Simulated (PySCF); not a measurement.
C4H10NOSi (doublet state).
Numbering: `[CH2:1][Si@@:2]1([NH2:3])[CH2:4][C@@H:5]([CH3:6])[O:7]1` (hydrogens: H8, H9 on C1; H10, H11 on N3; H12, H13 on C4; H14 on C5; H15, H16, H17 on C6)

Geometry (GFN2-xTB, Å), atoms numbered from 1 in this order:
```
atom  x, y, z in Å
C1    -1.3256    1.9154    0.3350
Si2   -1.0748    0.1264    0.0018
N3    -2.5005   -0.7796   -0.3391
C4     0.4209   -0.3107   -1.1375
C5     1.0217   -0.8781    0.1460
C6     2.2442   -0.1324    0.6423
O7    -0.0779   -0.6908    1.0481
H8    -0.5409    2.5601    0.6884
H9    -2.2036    2.4268   -0.0137
H10   -3.3499   -0.2812   -0.5366
H11   -2.6895   -1.5895    0.2285
H12    0.2264   -1.0617   -1.8950
H13    0.9948    0.5019   -1.5678
H14    1.2280   -1.9519    0.0911
H15    2.5159   -0.4809    1.6357
H16    3.0808   -0.2927   -0.0337
H17    2.0230    0.9309    0.6964
```

The hyperfine couplings belong to this conformer and change with its torsions.

Theory: UKS B3LYP, pcH-1 on C H N O Si, non-relativistic, mean-field spin-orbit, GIAO (PySCF). Isolated species at its GFN2-xTB geometry (one conformer only). Couplings are sensitive to structure, and on GFN2-xTB geometries they can be far from those on DFT ones. The SCF solution wasn't tested for stability.

What is the g tensor, term by term?

```csv
Δg (ppm),1,2,3
relativistic mass correction,-128,-128,-128
gauge correction,9,24,36
orbital Zeeman/spin–orbit,-47,366,646
total,-166,262,553
```

So g = 2.00215, 2.00258, 2.00287 and g_iso = 2.00254; the tensor is rhombic: the two nearest values differ by 41 % of g3 − g1. Axes: g3 points within 2° of the C1–Si2 bond.

How much does each term add to the isotropic shift?

The orbital-Zeeman/spin–orbit term 322, the mass correction -128 and the gauge correction 23 ppm, for a total of 216 ppm. The orbital-Zeeman/spin–orbit term is the largest in size. The mass correction is the same along every axis, so the anisotropy comes from the other two: their spans along these axes are 26 (gauge) and 693 ppm (orbital Zeeman/spin–orbit).

At 9.449 GHz, how far is the centre of the isotropic spectrum from where a free electron (g = 2.002319) resonates?

B = hν/(g μB) with μB/h = 13.99624 MHz/mT gives 337.16 mT for the free electron and 337.13 mT at g_iso, 0.04 mT lower.

What are the electron Larmor frequencies g μB B/h along the three axes at 350 mT?

9.8079, 9.8100, 9.8114 GHz for g1, g2 and g3, a range of 3.5 MHz.

In a frozen sample, at which fields do the three g values resonate at 9.5, 34, 94 and 263 GHz (hyperfine left aside), and which band first spreads them over more than twice a line width of 0.3 mT?

| band | GHz | B(g3) mT | B(g2) mT | B(g1) mT | spread mT |
| --- | --- | --- | --- | --- | --- |
| X | 9.5 | 338.89 | 338.94 | 339.01 | 0.12 |
| Q | 34.0 | 1212.87 | 1213.05 | 1213.31 | 0.44 |
| W | 94.0 | 3353.23 | 3353.72 | 3354.43 | 1.20 |
| J | 263.0 | 9381.90 | 9383.27 | 9385.27 | 3.37 |

The spread grows in proportion to the frequency. W band is the first where it exceeds 0.6 mT.

The largest Mulliken spin population is on C1 (+1.03). The angles at C1 add up to 358.7°, so it is planar; its axial dipolar tensor and the negative couplings of its protons fit spin in a p orbital normal to that plane.

The HOMO–LUMO gaps are 7.42 eV among the α and 3.90 eV among the β orbitals.
